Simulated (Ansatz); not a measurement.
Program: Ansatz. Geometries: PBE0-D4/def2-TZVP. ΔE: electronic, gas phase. CCSD(T)/CBS is the MP2 limit (def2-TZVPP, def2-QZVPP) plus CCSD(T) − MP2 in def2-TZVPP, frozen cores. Functionals use def2-TZVPP. For Ge outer-core shells are correlated without core-valence functions, which leaves a few kJ/mol of doubt a bond. Scalar relativity is left out up to krypton. Each species was taken in one conformer, which may not be the lowest.

Reaction (formal exchange of groups at the Si–N bond): `CN([SiH2]F)[SiH](O)O` + GeH₄ → `F[SiH2][GeH3]` + `CN[SiH](O)O`

| species | PBE-D4 energy (Eh) |
| --- | --- |
| `CN([SiH2]F)[SiH](O)O` | -926.67219 |
| GeH₄ | -2079.06008 |
| `F[SiH2][GeH3]` | -2468.88194 |
| `CN[SiH](O)O` | -536.82960 |

(1) Work out ΔE.

Largest T1 diagnostic among the species: 0.012.

Results:

(1) ΔE = (-2468.88194) + (-536.82960) − (-926.67219) − (-2079.06008) = 0.02073 Eh = +54.4 kJ/mol. CCSD(T)/CBS gives +67.8 kJ/mol.

In def2-TZVPP, CCSD(T) changes the Hartree–Fock value by +3.6 kJ/mol (the triples alone add +1.9 kJ/mol) and MP2 by +8.8 kJ/mol. The D4 term adds +10.6 kJ/mol with B3LYP and +5.9 kJ/mol with PBE0; it sums over pairs of atoms, weighted by their polarisabilities, and B3LYP, whose exchange is more repulsive, gets the larger term. From PBE to PBE0 (25 % exact exchange), in def2-TZVPP and without D4, ΔE moves by +5.2 kJ/mol.

B3LYP here is the variant with VWN-RPA as its local correlation; programs differ in this.
